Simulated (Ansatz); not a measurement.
C₂H₉FSi₃, SMILES F[Si@@H]1C[C@@H]([SiH3])[SiH2]1.

Geometry: PBE0-D3(BJ)/def2-SVP. The structure was generated by enumeration; whether it is a known compound was not checked.

Two levels are set side by side: PBE/def2-SVPD (Ansatz, a program for electronic structure) and CAM-B3LYP/def2-SVPD (Ansatz). Energy differences of separate SCF runs at the same geometry; the states with an electron removed or added have multiplicity 2 and 2. Differences are taken from unrounded values.

```
quantity                            PBE
---------------------------------  ----
vertical ionisation energy (eV)    9.11
vertical singlet–triplet gap (eV)  4.74
```

Q: These are the PBE values. What does CAM-B3LYP give? (The exact figures need the calculation; the answer reports its results.)

A: 
```tsv
quantity	CAM-B3LYP	PBE minus CAM-B3LYP
vertical ionisation energy (eV)	9.55	-0.44
vertical singlet–triplet gap (eV)	5.26	-0.53
```
